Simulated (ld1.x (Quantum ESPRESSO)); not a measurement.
Varying the TM semilocal potential for Fe

Base potential:

* Element: iron
* Generator: ld1.x (Quantum ESPRESSO) 7.5
* Type: norm-conserving Troullier–Martins (semilocal form)
* Functional: PBE
* Relativity: scalar-relativistic
* Frozen core: [Ne]
* Valence charge: 16
* Reference configuration: 3s2 3p6 3d6 4s1.5 4p0 (charge +0.5)
* Partial waves: 3s (bound): rc 0.80 bohr; 3p (bound): rc 1.10 bohr; 3d (bound): rc 0.90 bohr
* Local potential: the d channel
* Core correction: Bessel-smoothed model core inside 0.75 bohr

Occupied shells without a wave of their own: 4s. They enter only through the test configuration that unscreens the potential, and ld1.x also counts them in the model core charge.

Cutoffs, loose and tight: the cutoffs (Ry, on a coarse ladder) from which the occupation-weighted sum of valence levels, in a spherical-Bessel basis at the reference potential, stays within 10 and 1 mRy of its value at 400 Ry. They do not see the model core or the augmentation charge, which bear on the density cutoff. Test errors are all-electron minus pseudo excitation energies from the reference, over the configurations 3s2 3p6 3d6 4s2 4p0; 3s2 3p6 3d6 4s1 4p0; 3s2 3p6 3d6 4s0 4p0; 3s2 3p5 3d6 4s2 4p0; 3s2 3p6 3d5 4s2 4p0; 3s2 3p6 3d6 4s0 4p2; 3s2 3p6 3d6 4s1 4p1. A dash means not determined; rows that change the core or the reference have their own tests.

With those shells counted twice in exchange and correlation these files are broken, and their errors move erratically; no question is asked of them.

In the semilocal form every listed channel keeps its own potential, so the choice of the local channel does not act on these tests. It acts once the file is put into the separable form.

A semilocal file is local in each channel, so a ghost entry of none says nothing of the separable form that plane-wave codes build from it.

| change | outcome | cutoff, loose | cutoff, tight | bound ghosts | largest test error (meV) |
| --- | --- | --- | --- | --- | --- |
| base | generated | 230 Ry | over 300 Ry | none | -442 |
| all radii but the core radius scaled by about 1.08 (s 0.86, p 1.18, d 0.98 bohr) | generated | 200 Ry | over 300 Ry | none | -487 |
| wave 3s (bound): rc 0.80 bohr becomes 3s (bound): rc 0.74 bohr | generated | 230 Ry | over 300 Ry | none | -428 |
| wave 3d (bound): rc 0.90 bohr becomes 3d (bound): rc 1.30 bohr | generated | 200 Ry | over 300 Ry | none | -441 |
| core correction Bessel-smoothed model core inside 0.44 bohr | generated | 230 Ry | over 300 Ry | none | -442 |
| wave 3p (bound): rc 1.10 bohr becomes 3p (bound): rc 0.84 bohr | generated | 230 Ry | over 300 Ry | none | -442 |
| form changed from semilocal to separable (Kleinman–Bylander), still TM; local potential all-electron potential smoothed inside 0.85 bohr (lloc = -1) | generated | 230 Ry | over 300 Ry | none | -573 |
| reference 3s2 3p6 3d6 4s2 4p0 | generated | 230 Ry | over 300 Ry | none | -1142 |
